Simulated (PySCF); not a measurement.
Isomers of C4H6FNSi, mass 115.025 u with the commonest isotopes. Computed with wB97X-D/def2-SVPD in PySCF (dipole) on a GFN2-xTB geometry, gas phase. One conformer each, none proved a minimum here; rigid rotors.

Question: Order these by rotational constant C, largest first.
A. `[N:1]#[C:2][CH2:3]/[C:4]([F:5])=[CH:6]\[SiH3:7]` with C2–C3–C4–F5 -99°
B. `[N:1]#[C:2]/[CH:3]=[CH:4]\[C@H:5]([F:6])[SiH3:7]` with C3–C4–C5–F6 -160°
C. `[CH:1]#[C:2]/[CH:3]=[CH:4]/[Si@H:5]([NH2:6])[F:7]` with C3–C4–Si5–N6 -42°, C4–Si5–N6–H 180° and -36°
D. `[CH:1]#[C:2]/[C:3]([F:4])=[CH:5]/[SiH2:6][NH2:7]` with C3–C5–Si6–N7 -179°, C5–Si6–N7–H -49° and 173°
E. `[N:1]#[C:2][Si@@H:3]1[CH2:4][C@H:5]1[CH2:6][F:7]` with C4–C5–C6–F7 57°
F. `[N:1]#[C:2][SiH2:3]/[CH:4]=[CH:5]/[CH2:6][F:7]` with C2–Si3–C4–C5 -118°, C4–C5–C6–F7 1°
G. `[N:1]#[C:2][Si@@H:3]1[CH2:4][C@@H:5]1[CH2:6][F:7]` with C4–C5–C6–F7 -161°
H. `[CH3:1]/[C:2](=[CH:3]\[F:4])[SiH2:5][C:6]#[N:7]` with C1–C2–Si5–C6 -56°

Answer: G (1197 MHz), B (1147 MHz), A (1107 MHz), E (1083 MHz), H (986.0 MHz), D (867.2 MHz), C (830.1 MHz), F (767.1 MHz).

Question: Order these by out-of-plane moment Σ m c² = (Ia + Ib − Ic)/2, smallest first.
A. `[N:1]#[C:2][Si@@H:3]1[CH2:4][C@@H:5]1[CH2:6][F:7]` with C4–C5–C6–F7 -161°
B. `[N:1]#[C:2][Si@@H:3]1[CH2:4][C@H:5]1[CH2:6][F:7]` with C4–C5–C6–F7 57°
C. `[CH:1]#[C:2]/[C:3]([F:4])=[CH:5]/[SiH2:6][NH2:7]` with C3–C5–Si6–N7 -179°, C5–Si6–N7–H -49° and 173°
D. `[N:1]#[C:2][SiH2:3]/[CH:4]=[CH:5]/[CH2:6][F:7]` with C2–Si3–C4–C5 -118°, C4–C5–C6–F7 1°
E. `[CH:1]#[C:2]/[CH:3]=[CH:4]/[Si@H:5]([NH2:6])[F:7]` with C3–C4–Si5–N6 -42°, C4–Si5–N6–H 180° and -36°
F. `[N:1]#[C:2]/[CH:3]=[CH:4]\[C@H:5]([F:6])[SiH3:7]` with C3–C4–C5–F6 -160°
G. `[N:1]#[C:2][CH2:3]/[C:4]([F:5])=[CH:6]\[SiH3:7]` with C2–C3–C4–F5 -99°

Answer: C (3.36 u·Å²), E (12.96 u·Å²), D (23.94 u·Å²), G (26.32 u·Å²), A (36.14 u·Å²), B (37.76 u·Å²), F (38.47 u·Å²).

Question: Order these by dipole moment, smallest first.
A. `[N:1]#[C:2][CH2:3]/[C:4]([F:5])=[CH:6]\[SiH3:7]` with C2–C3–C4–F5 -99°
B. `[CH3:1]/[C:2](=[CH:3]\[F:4])[SiH2:5][C:6]#[N:7]` with C1–C2–Si5–C6 -56°
C. `[N:1]#[C:2]/[CH:3]=[CH:4]\[C@H:5]([F:6])[SiH3:7]` with C3–C4–C5–F6 -160°
D. `[CH:1]#[C:2]/[CH:3]=[CH:4]/[Si@H:5]([NH2:6])[F:7]` with C3–C4–Si5–N6 -42°, C4–Si5–N6–H 180° and -36°
E. `[N:1]#[C:2][Si@@H:3]1[CH2:4][C@@H:5]1[CH2:6][F:7]` with C4–C5–C6–F7 -161°
F. `[CH:1]#[C:2]/[C:3]([F:4])=[CH:5]/[SiH2:6][NH2:7]` with C3–C5–Si6–N7 -179°, C5–Si6–N7–H -49° and 173°
G. `[N:1]#[C:2][SiH2:3]/[CH:4]=[CH:5]/[CH2:6][F:7]` with C2–Si3–C4–C5 -118°, C4–C5–C6–F7 1°

Answer: D (1.79 D), F (2.13 D), C (2.88 D), B (3.36 D), A (3.50 D), E (4.47 D), G (4.93 D).

```json
{"SMILES": "C#C/C(F)=C/[SiH2]N", "point group": "–", "Ia (u·Å²)": "88.65", "Ib (u·Å²)": "500.81", "Ic (u·Å²)": "582.75", "κ": "-0.94", "μa (D)": "0.59", "μb (D)": "1.92", "μc (D)": "0.72"}
{"SMILES": "N#C/C=C\\[C@H](F)[SiH3]", "point group": "C1", "Ia (u·Å²)": "161.30", "Ib (u·Å²)": "356.38", "Ic (u·Å²)": "440.74", "κ": "-0.73", "μa (D)": "1.42", "μb (D)": "1.04", "μc (D)": "2.27"}
{"SMILES": "C#C/C=C/[Si@H](N)F", "point group": "C1", "Ia (u·Å²)": "89.86", "Ib (u·Å²)": "544.90", "Ic (u·Å²)": "608.83", "κ": "-0.96", "μa (D)": "0.70", "μb (D)": "1.62", "μc (D)": "0.30"}
{"SMILES": "C/C(=C\\F)[SiH2]C#N", "point group": "C1", "Ia (u·Å²)": "118.14", "Ib (u·Å²)": "471.61", "Ic (u·Å²)": "512.56", "κ": "-0.95", "μa (D)": "2.00", "μb (D)": "2.18", "μc (D)": "1.60"}
{"SMILES": "N#C[Si@@H]1C[C@H]1CF", "point group": "C1", "Ia (u·Å²)": "90.05", "Ib (u·Å²)": "452.07", "Ic (u·Å²)": "466.60", "κ": "-0.98", "μa (D)": "3.11", "μb (D)": "0.98", "μc (D)": "0.05"}
{"SMILES": "N#CC/C(F)=C\\[SiH3]", "point group": "C1", "Ia (u·Å²)": "209.19", "Ib (u·Å²)": "300.12", "Ic (u·Å²)": "456.67", "κ": "-0.12", "μa (D)": "2.03", "μb (D)": "1.60", "μc (D)": "2.36"}
{"SMILES": "N#C[Si@@H]1C[C@@H]1CF", "point group": "C1", "Ia (u·Å²)": "184.13", "Ib (u·Å²)": "310.23", "Ic (u·Å²)": "422.08", "κ": "-0.44", "μa (D)": "1.37", "μb (D)": "4.25", "μc (D)": "0.03"}
{"SMILES": "N#C[SiH2]/C=C/CF", "point group": "C1", "Ia (u·Å²)": "105.92", "Ib (u·Å²)": "600.75", "Ic (u·Å²)": "658.79", "κ": "-0.96", "μa (D)": "3.12", "μb (D)": "3.74", "μc (D)": "0.81"}
```
